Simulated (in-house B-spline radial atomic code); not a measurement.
How numerical settings move a run on Ca, [Ar] 4s2. Computed with a B-spline radial code for spherical atoms: scalar-relativistic (X2C) BP86, spin-polarised, spherical fractional occupations, Fermi nucleus of rms radius 3.4776 fm.

Command:
```bash
python run_scf.py task.json out
```
Settings of the sound reference run:
```
Z                20
electrons        20
configuration    [Ar] 4s2
hamiltonian      x2c
method           b88,p86
spin_polarised   True
nucleus          fermi
rms_radius       3.4776
mass_number      40
atomic_mass      39.96259
speed_of_light   137.036
knot_spacing     0.22
spline_order     8
gauss_points     12
box_radius       50
max_iterations   70
damping          0.5
damped_steps     3
diis_vectors     10
tolerance        1e-08
start            Thomas-Fermi
```

Cost of the run: 0.36 s on 1 thread of Arm Neoverse N1 (shared host).

It converges in 10 iterations to -680.545554 hartree, with 4s up at -3.883 eV. The other runs change the listed settings, some to values that make no sense; their results aren't properties of the atom or ion. Radii are in bohr (the nuclear one in fm), a minus after a letter asks for a j subshell, and «unchanged» means within 1e-8 hartree. The run stops when the residual is below 10 × tolerance × max(1, Z/10), or a noise floor if that is larger, and the energy moves by less than 1e-8 × √|E| hartree; so very loose and very tight tolerances often act alike.

```tsv
changed settings	outcome
box_radius = 25	converged in 10 iterations, energy -1.46e-07 hartree from the reference
tolerance = 1e-13	converged in 10 iterations, energy unchanged
box_radius = 2, max_iterations = 75, start = bare nucleus	converged in 9 iterations, energy +1.28e+01 hartree from the reference, 4s up level +1.5e+02 eV (the program warns: 4s up has a positive eigenvalue: unbound, held by the box; 3p up has a positive eigenvalue: unbound, held by the box)
box_radius = 7.5	converged in 9 iterations, energy +2.33e-02 hartree from the reference, 4s up level +8.0e-01 eV (the program warns: 4s up reaches the box edge; 3p up reaches the box edge)
electrons = 21, configuration = [Ar] 4s2 5s-1, max_iterations = 50	stopped with error: j subshells need the Dirac Hamiltonian and l > 0
spline_order = 6	converged in 9 iterations, energy -6.65e-08 hartree from the reference, 4s up level -4.3e-06 eV
box_radius = 200	converged in 10 iterations, energy +6.46e-08 hartree from the reference, 4s up level -1.1e-06 eV
spline_order = 3	converged in 9 iterations, energy +1.39e-02 hartree from the reference, 4s up level +2.8e-04 eV
spline_order = 7	converged in 10 iterations, energy -4.20e-07 hartree from the reference, 4s up level -2.2e-06 eV
box_radius = 15	converged in 9 iterations, energy +1.36e-05 hartree from the reference, 4s up level +1.5e-03 eV (the program warns: 4s up reaches the box edge; 4s down reaches the box edge)
box_radius = 100	converged in 10 iterations, energy +3.19e-08 hartree from the reference, 4s up level -1.6e-06 eV
spline_order = 5, max_iterations = 50, diis_vectors = 20	converged in 10 iterations, energy +5.93e-06 hartree from the reference, 4s up level -4.6e-06 eV
spline_order = 10	converged in 9 iterations, energy -9.62e-07 hartree from the reference, 4s up level -5.4e-06 eV
first_knot = 5e-05, max_iterations = 3	not converged after 3 iterations, last residual 2.8e-02, last energy +4.25e-02 hartree from the reference
box_radius = 3	converged in 8 iterations, energy +2.43e+00 hartree from the reference, 4s up level +3.7e+01 eV (the program warns: 4s up has a positive eigenvalue: unbound, held by the box; 4s down has a positive eigenvalue: unbound, held by the box)
max_iterations = 3, damping = 0.8, tolerance = 0.001	not converged after 3 iterations, last residual 9.5e-02, last energy +4.36e-01 hartree from the reference
```

Q: What happens with box_radius = 5?

A: Converged in 9 iterations, energy +2.48e-01 hartree from the reference, 4s up level +5.4e+00 eV (the program warns: 4s up has a positive eigenvalue: unbound, held by the box; 4s down has a positive eigenvalue: unbound, held by the box).

Q: What happens with spline_order = 4?

A: Converged in 10 iterations, energy +2.01e-04 hartree from the reference, 4s up level +3.6e-06 eV.

Q: What happens with hamiltonian = dirac, method = tpss,tpss, spin_polarised = False?

A: Stopped with error: meta-GGAs are not served with the Dirac Hamiltonian.

Q: What happens with box_radius = 2?

A: Converged in 8 iterations, energy +1.28e+01 hartree from the reference, 4s up level +1.5e+02 eV (the program warns: 4s up has a positive eigenvalue: unbound, held by the box; 3p up has a positive eigenvalue: unbound, held by the box).
